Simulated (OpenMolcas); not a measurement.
**Ionisation energies of bromine**

- Program: OpenMolcas
- Basis: ANO-RCC-VTZP [6s5p3d1f]
- Scalar Hamiltonian: DKH2, point nucleus
- Spin-orbit coupling: RASSI with atomic mean-field integrals over the reference wave functions, term energies averaged over their components

Active shells in each charge state: the valence s, p shells, with orbitals averaged over the low states. Where CASPT2's correlated closed shells are named, they are those of the first ion.

A. CASSCF
B. SS-CASPT2, IPEA 0.25 Eh, imaginary shift 0.1 Eh (closed shells correlated: 3d)
C. SS-CASPT2, IPEA 0.25 Eh, imaginary shift 0.1 Eh (closed shells correlated: none)
D. SS-CASPT2, IPEA 0.25 Eh, imaginary shift 0.1 Eh (closed shells correlated: 3s 3p 3d)
E. SS-CASPT2, IPEA 0 Eh, imaginary shift 0.1 Eh (closed shells correlated: 3d)

Energies in eV between the lowest computed levels, named as in B; reference values from the NIST Atomic Spectra Database with their kind.

```csv
From,To,A,B,C,D,E,Spin-orbit share in B,Reference
Br3+ 4s2 4p2 3P0,Br4+ 4s2 4p 2P* 1/2,45.874,46.666,46.540,46.648,46.750,+0.034,47.782 (measured)
Br4+ 4s2 4p 2P* 1/2,Br5+ 4s2 1S0,58.355,59.226,59.096,59.209,59.308,+0.469,59.595 (measured)
Br5+ 4s2 1S0,Br6+ 4s 2S 1/2,86.466,86.730,86.536,86.731,86.731,+0.000,87.390 (measured)
Br6+ 4s 2S 1/2,Br7+ 3d10 1S0,101.756,101.972,101.756,101.987,101.976,+0.000,103.030 (semi-empirical)
```

Steps that some method lacks are left out, and so are those with a state whose active s or d shell is doubly occupied in every root (s and p with five to eight electrons, d10) over a frozen core shell of the same l, since the two then mix freely.

Error against the reference values, in %:

| From | Reference | A | B | C | D | E |
| --- | --- | --- | --- | --- | --- | --- |
| Br3+ | measured | -4.0 | -2.3 | -2.6 | -2.4 | -2.2 |
| Br4+ | measured | -2.1 | -0.6 | -0.8 | -0.6 | -0.5 |
| Br5+ | measured | -1.1 | -0.8 | -1.0 | -0.8 | -0.8 |
| Br6+ | semi-empirical | -1.2 | -1.0 | -1.2 | -1.0 | -1.0 |

Mean absolute error over the 3 measured values: A 1.36 eV, B 0.72 eV, C 0.86 eV, D 0.73 eV, E 0.66 eV.

* marks odd parity.
